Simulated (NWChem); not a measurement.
All runs are NWChem calculations. System: C$_{2}$H$_{3}$Cl$_{2}$F, charge 0, spin multiplicity 1, at a geometry optimised with B3LYP/def2-SVP. The structure started from a generated list of species. Level: RHF/def2-TZVP.

NWChem printed:

```
             Northwest Computational Chemistry Package (NWChem) 7.3.0
             --------------------------------------------------------

                                NWChem Input Module
                                -------------------

 Scaling coordinates for geometry "geometry" by  1.889725989
 (inverse scale =  0.529177249)

 Turning off AUTOSYM since
 SYMMETRY directive was detected!

                             Geometry "geometry" -> ""
                             -------------------------

 Output coordinates in angstroms (scale by  1.889725989 to convert to a.u.)

  No.       Tag          Charge          X              Y              Z
 ---- ---------------- ---------- -------------- -------------- --------------
    1 C                    6.0000     1.69898500    -0.33065900     0.00000000
    2 C                    6.0000     0.18737900    -0.28909100     0.00000000
    3 F                    9.0000    -0.31087400    -1.54266900     0.00000000
    4 Cl                  17.0000    -0.43275200     0.54847000    -1.47037600
    5 Cl                  17.0000    -0.43275200     0.54847000     1.47037600
    6 H                    1.0000     2.04071100    -0.86560100     0.89796500
    7 H                    1.0000     2.11181600     0.68575900     0.00000000
    8 H                    1.0000     2.04071100    -0.86560100    -0.89796500

 Effective nuclear repulsion energy (a.u.)     296.8634618528

            Nuclear Dipole moment (a.u.)
            ----------------------------
        X                 Y               Z
 ---------------- ---------------- ----------------
    -0.0000226767     0.0000302356     0.0000000000

      Symmetry information
      --------------------

 Group name             Cs
 Group number              2
 Group order               2
 No. of unique centers     6

      Symmetry unique atoms

     1    2    3    4    6    7


 Summary of "ao basis" -> "" (spherical)
 ------------------------------------------------------------------------------
       Tag                 Description            Shells   Functions and Types
 ---------------- ------------------------------  ------  ---------------------
 *                         def2-tzvp                  on all atoms

 Summary of "ao basis" -> "ao basis" (spherical)
 ------------------------------------------------------------------------------
       Tag                 Description            Shells   Functions and Types
[...]
 Vector   29  Occ=2.000000D+00  E=-4.512796D-01  Symmetry=a"
              MO Center= -3.9D-01,  5.0D-01,  2.1D-13, r^2= 3.5D+00
   Bfn.  Coefficient  Atom+Function         Bfn.  Coefficient  Atom+Function
  ----- ------------  ---------------      ----- ------------  ---------------
   110      0.301557  4 Cl pz               147      0.301557  5 Cl pz
   109      0.216458  4 Cl py               146     -0.216458  5 Cl py
   113      0.199219  4 Cl pz               150      0.199219  5 Cl pz
   108     -0.164669  4 Cl px               145      0.164669  5 Cl px

 Vector   30  Occ=0.000000D+00  E= 1.410815D-01  Symmetry=a'
              MO Center=  3.1D-01,  3.1D-01,  8.9D-14, r^2= 5.2D+00
   Bfn.  Coefficient  Atom+Function         Bfn.  Coefficient  Atom+Function
  ----- ------------  ---------------      ----- ------------  ---------------
     5      2.784900  1 C  s                176     -1.340998  7 H  s
   170     -0.963988  6 H  s                182     -0.963988  8 H  s
    35      0.853938  2 C  s                  4     -0.516053  1 C  s
   113     -0.416639  4 Cl pz               150      0.416639  5 Cl pz
    44      0.412485  2 C  py                12      0.408236  1 C  px

 Vector   31  Occ=0.000000D+00  E= 1.452506D-01  Symmetry=a'
              MO Center=  1.8D+00, -2.7D-01, -1.4D-12, r^2= 7.2D+00
   Bfn.  Coefficient  Atom+Function         Bfn.  Coefficient  Atom+Function
  ----- ------------  ---------------      ----- ------------  ---------------
     5      6.654943  1 C  s                 36     -3.061373  2 C  s
   170     -1.989193  6 H  s                182     -1.989193  8 H  s
   176     -1.890541  7 H  s                  4     -0.699940  1 C  s
    43     -0.584707  2 C  px                98      0.532736  4 Cl s
   135      0.532736  5 Cl s                 12     -0.508346  1 C  px

 Vector   32  Occ=0.000000D+00  E= 1.772689D-01  Symmetry=a"
              MO Center=  6.4D-01, -2.0D-01, -1.2D-11, r^2= 6.1D+00
   Bfn.  Coefficient  Atom+Function         Bfn.  Coefficient  Atom+Function
  ----- ------------  ---------------      ----- ------------  ---------------
   170      1.425716  6 H  s                182     -1.425716  8 H  s
    14     -0.797430  1 C  pz                45     -0.523247  2 C  pz
    98     -0.494639  4 Cl s                135      0.494639  5 Cl s
    42     -0.441878  2 C  pz               113     -0.372459  4 Cl pz
   150     -0.372459  5 Cl pz               112      0.309231  4 Cl py

 center of mass
 --------------
 x =  -0.11886153 y =   0.00912378 z =   0.00000000

 moments of inertia (a.u.)
 ------------------
         797.700545293172          60.514833723432           0.000000000000
          60.514833723432         768.688000820542           0.000000000000
           0.000000000000           0.000000000000         474.849891619648

  Mulliken analysis of the total density
  --------------------------------------

    Atom       Charge   Shell Charges
 -----------   ------   -------------------------------------------------------
    1 C    6     6.32   0.85  1.12  0.47  0.69  0.08  1.26  1.40  0.37  0.02  0.05  0.00
    2 C    6     5.62   0.85  1.12  0.49  0.68 -0.10  1.05  1.18  0.01  0.04  0.26  0.02
    3 F    9     9.23   0.77  1.20  0.60  1.01  0.34  2.24  2.27  0.78  0.00  0.02  0.00
    4 Cl  17    17.12   2.01  0.45  1.52  1.10  0.85  4.18  1.69  1.07  2.81  1.39  0.01  0.04  0.00
    5 Cl  17    17.12   2.01  0.45  1.52  1.10  0.85  4.18  1.69  1.07  2.81  1.39  0.01  0.04  0.00
    6 H    1     0.87   0.26  0.48  0.10  0.02
    7 H    1     0.87   0.26  0.48  0.10  0.02
    8 H    1     0.87   0.26  0.48  0.10  0.02

       Multipole analysis of the density wrt the origin
       ------------------------------------------------

     L   x y z        total         open         nuclear
     -   - - -        -----         ----         -------
     0   0 0 0     -0.000000      0.000000     58.000000

     1   1 0 0      0.868723      0.000000     -0.000023
     1   0 1 0      0.029503      0.000000      0.000030
     1   0 0 1     -0.000000      0.000000      0.000000

     2   2 0 0    -29.884390      0.000000    134.114337
     2   1 1 0     -0.864125      0.000000    -34.047174
     2   1 0 1      0.000000      0.000000      0.000000
     2   0 2 0    -32.986598      0.000000    124.175033
     2   0 1 1     -0.000000      0.000000      0.000000
     2   0 0 2    -32.238013      0.000000    268.261465

 Task  times  cpu:       53.5s     wall:       53.5s

 Total times  cpu:       53.6s     wall:       53.6s
```

### Question
Write an NWChem input that would produce this output.

### Answer
Several could match; the one computed here: 
```
start mol
memory heap 200 mb stack 800 mb global 1000 mb
geometry units angstroms nocenter noautoz
  C      1.698985    -0.330659     0.000000
  C      0.187379    -0.289091     0.000000
  F     -0.310874    -1.542669     0.000000
  Cl    -0.432752     0.548470    -1.470376
  Cl    -0.432752     0.548470     1.470376
  H      2.040711    -0.865601     0.897965
  H      2.111816     0.685759     0.000000
  H      2.040711    -0.865601    -0.897965
  symmetry group Cs
end
basis spherical
  * library def2-tzvp
end
scf
  rhf
  nopen 0
  maxiter 100
  thresh 1e-7
  semidirect memsize 60000000 filesize 0
end
task scf energy
```
